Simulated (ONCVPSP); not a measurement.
# Scattering properties, ONCV potential for hydrogen (H)

ONCVPSP 4.0.1 input, shortened (lines: element, Z, core and valence counts, functional; n l f; lmax; l rc ep ncon nbas qcut; lloc lpopt rc5 dvloc0; l nproj debl; icmod fcfact rcfact), PBE, scalar-relativistic:

```
  H 1.00    0    1        4      upf
    1    0    1.00
    1
    0    1.15    0.00    4    8    5.60
    1    1.10    0.39    4    8    7.20
    4    3    0.85    6.00
    0    2    1.60
    1    2    3.70
    0    0.00    0.00
```

The phase is arctan(r·R′/R) of the radial function R(r), unwrapped; energies in Ha, scanned from -2 to 5 Ha. A pole is an energy at which the radial function vanishes at the test radius. The pseudo phase is shifted by a multiple of π to meet the all-electron one at the reference energy, and phase errors are pseudo minus all-electron; the curves can meet again beyond the range given. Levels narrower than the energy grid can be missing from the lists of poles.

```
channel  radius (bohr)  reference energy (Ha)  poles, all-electron  poles, pseudo  unbroken range about the reference energy with phases within 0.05 rad  phase error 1 Ha above the reference energy (rad)
      s           1.16                  -0.24                 1.69           1.69                                                        the whole range                                             -0.000
      p           1.12                   0.39                 none           none                                                        the whole range                                             -0.000
```

Phases in the p channel:

| E (Ha) | all-electron | pseudo |
| --- | --- | --- |
| -1.98 | 0.996 | 0.996 |
| -1.62 | 0.945 | 0.945 |
| -1.26 | 0.881 | 0.881 |
| -0.90 | 0.802 | 0.802 |
| -0.54 | 0.703 | 0.703 |
| -0.18 | 0.574 | 0.574 |
| 0.18 | 0.410 | 0.410 |
| 0.54 | 0.204 | 0.204 |
| 0.90 | -0.039 | -0.039 |
| 1.26 | -0.296 | -0.296 |
| 1.62 | -0.538 | -0.538 |
| 1.98 | -0.743 | -0.743 |
| 2.34 | -0.907 | -0.907 |
| 2.70 | -1.036 | -1.036 |
| 3.06 | -1.137 | -1.137 |
| 3.42 | -1.217 | -1.217 |
| 3.78 | -1.282 | -1.282 |
| 4.14 | -1.336 | -1.336 |
| 4.50 | -1.382 | -1.382 |
| 4.86 | -1.421 | -1.421 |
